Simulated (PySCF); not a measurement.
**Relaxation of quintet [OsH5]-**

These are results of UPBE0 in PySCF with Os def2-TZVPD with ECP60, H def2-TZVPD; scalar-relativistic core potentials, no spin–orbit coupling; density-fitted integrals, not measurements. A (50,194) grid was used.

A hand-made trigonal bipyramidal start, of D3h symmetry, held to at least that symmetry:

Coordinates in bohr (charge -1 multiplicity 5):
```
Os    0.0000    0.0000    0.0000
H     0.0000    0.0000    3.0425
H     0.0000    0.0000   -3.0425
H     3.0425    0.0000    0.0000
H    -1.5212    2.6348    0.0000
H    -1.5212   -2.6348    0.0000
```

Task: What does it relax to?

Result: It ends at D3h with Os–H 1.698 Å (×3), Os–H 1.739 Å (×2); H–Os–H 90.0° (×6), H–Os–H 120.0° (×3), H–Os–H 180.0° (after a last refinement on a finer grid). A frequency run shows 2 imaginary modes (one degenerate set), down to 825i cm⁻¹, so it is a higher-order saddle point. Other isomers or separated fragments may lie lower.

Task: How much energy is released, and in how many steps?

Result: 44.9 kJ/mol in 4 steps.

Open d and f shells are described by one determinant, and the ground state may have another occupation or spin. At this level a singlet minimum of C3v symmetry lies 161 kJ/mol below this structure. With an element this heavy the missing spin–orbit coupling can shift these numbers.
